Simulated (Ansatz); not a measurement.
`CC=C=N` + `[OH][AlH2]` → `N=C=C[O][AlH2]` + CH₄  (substitution at a C–C bond)

Computed with Ansatz on PBE0-D4/def2-TZVP structures; ΔE is electronic, products minus reactants. CCSD(T)/CBS adds triple-zeta CCSD(T) − MP2 to the extrapolated MP2 energy (def2 sets, frozen cores). This one scheme is used for every species. Functionals use def2-TZVPP. HSE06 is defined as in plane-wave codes. Each species was taken in one conformer, which may not be the lowest.

`CC=C=N`:

```xyz
9

C     0.369   -1.146    0.491
C    -0.263   -0.227   -0.511
C    -0.430    1.054   -0.322
N    -0.695    2.224   -0.091
H     1.271   -1.615    0.086
H     0.647   -0.609    1.398
H    -0.319   -1.948    0.773
H    -0.601   -0.628   -1.461
H     0.021    2.896   -0.362
```

`[OH][AlH2]`:

```xyz
5

O     0.102    0.202   -1.195
Al    0.075    0.095    0.497
H    -0.326   -0.430   -1.770
H    -0.692   -1.103    1.195
H     0.840    1.235    1.273
```

`N=C=C[O][AlH2]`:

```xyz
9

N     1.431   -0.941    1.683
C     0.880   -0.007    1.111
C     0.442    1.022    0.423
O    -0.135    0.943   -0.803
Al   -1.067   -0.216   -1.627
H     0.833   -1.447    2.340
H     0.540    2.016    0.845
H    -1.512   -1.522   -0.855
H    -1.411    0.151   -3.118
```

CH₄:

Cartesian coordinates in Å:
```
C 0.000 0.000 0.000
H 0.730 -0.284 0.758
H 0.010 -0.733 -0.806
H 0.253 0.982 -0.399
H -0.993 0.035 0.447
```

| species | HSE06 energy (Eh) |
| --- | --- |
| `CC=C=N` | -171.87640 |
| `[OH][AlH2]` | -319.32589 |
| `N=C=C[O][AlH2]` | -450.70650 |
| CH₄ | -40.47234 |

(1) Work out ΔE.

Largest T1 diagnostic among the species: 0.015.

## Answers

(1) ΔE = (-450.70650) + (-40.47234) − (-171.87640) − (-319.32589) = 0.02345 Eh = +14.7 kcal/mol. CCSD(T)/CBS gives +15.5 kcal/mol.

From BLYP to BHLYP (50 % exact exchange), in def2-TZVPP and without D4, ΔE moves by +2.0 kcal/mol. Leaving LDA and LC-ωPBE aside and taking each functional with its dispersion term where it has one, the values, not all of them listed here, spread over 4.1 kcal/mol, from BLYP-D4 to PBE-QIDH. At CCSD(T), def2-SVP lies −4.0 kcal/mol from the extrapolated value and def2-TZVPP −0.7 kcal/mol.
